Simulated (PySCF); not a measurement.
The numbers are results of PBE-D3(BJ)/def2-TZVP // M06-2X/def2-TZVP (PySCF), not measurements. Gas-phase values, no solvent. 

Reference species (SMILES): `[InH3]` (neutral, multiplicity 1).

```yaml
LUMO: -2.65 eV
HOMO: -6.99 eV
```

Changed species: `[CH3][InH][CH3]` (1 of 3 CH3 replaced by H; the reference has 3 of 3 CH3 replaced by H).

Q: Predict the effect on the LUMO and HOMO.

A: the LUMO rises by 0.70 eV, to -1.95 eV; the HOMO rises by 0.93 eV, to -6.06 eV.
